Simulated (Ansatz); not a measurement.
A run for Ansatz (an electronic-structure program): R-wB97X-V/def2-TZVPP on C2H6BN (SMILES C=CBN), a point of a torsion scan.

Ansatz 0.2 input:
```yaml
crystal:
  periodic: [false, false, false]
  atoms:
    - {symbol: C, position_ang: [1.45460429, 0.55490242, 0.26247291]}
    - {symbol: C, position_ang: [0.83182673, -0.53651091, -0.16740629]}
    - {symbol: B, position_ang: [-0.70382593, -0.68504017, -0.43220761]}
    - {symbol: N, position_ang: [-1.60991564, 0.05484147, 0.31417884]}
    - {symbol: H, position_ang: [0.92688427, 1.48044577, 0.43868687]}
    - {symbol: H, position_ang: [2.51779410, 0.59162198, 0.45042448]}
    - {symbol: H, position_ang: [1.44580818, -1.41377293, -0.34606039]}
    - {symbol: H, position_ang: [-1.11257589, -1.55899674, -1.10276828]}
    - {symbol: H, position_ang: [-1.38710907, 0.95783041, 0.69972329]}
    - {symbol: H, position_ang: [-2.60535261, -0.06228112, 0.21162588]}
basis:
  gaussian:
    orbitals: def2-TZVPP
hamiltonian:
  xc: {name: wB97X-V}
scf: {lower_state_search: off}
```

It printed:

```
WARN ansatz: RAYON_NUM_THREADS=1 ignored (pool sized by the plan → 1); use --threads N
Functional definition: wB97X-V
these checks for a lower state are left out or cut short: stability, starts, cluster_reference, orbital_swaps, neighbouring_geometries, increment
integrals: 0.13 GiB planned
1038 factors; their error is unknown
integrals: 0.16 GiB planned
280 factors; integrals over basis functions are off by at most 9.0e-6 eV
mean field: 1.19 GiB planned
mean field evaluation 1: about -4333.3863 eV, gradient 5.2e1 eV
mean field evaluation 2: about -4335.3821 eV, gradient 4.3e1 eV
mean field evaluation 4: about -4338.9205 eV, gradient 1.8e0 eV
mean field evaluation 8: about -4338.9343 eV, gradient 7.4e-2 eV
mean field evaluation 16: about -4338.9289 eV, gradient 1.1e-4 eV
mean field -4338.92885026 eV, -159.4526942155 hartree, gradient 8.3e-6 eV, S^2 0.000000; 0 other end points of the search recorded, 0 dependent functions left out
reference -4338.92884827 eV, -159.4526941424 hartree; 15, 15 occupied and 193, 193 virtual orbitals, 1038 factors
Total energy: -4338.92884827 eV, -159.4526941424 hartree
Checks for a lower state left out: stability, starts, cluster_reference, orbital_swaps, neighbouring_geometries, increment
```

The run converged.

Cost: very roughly 7 core-seconds.
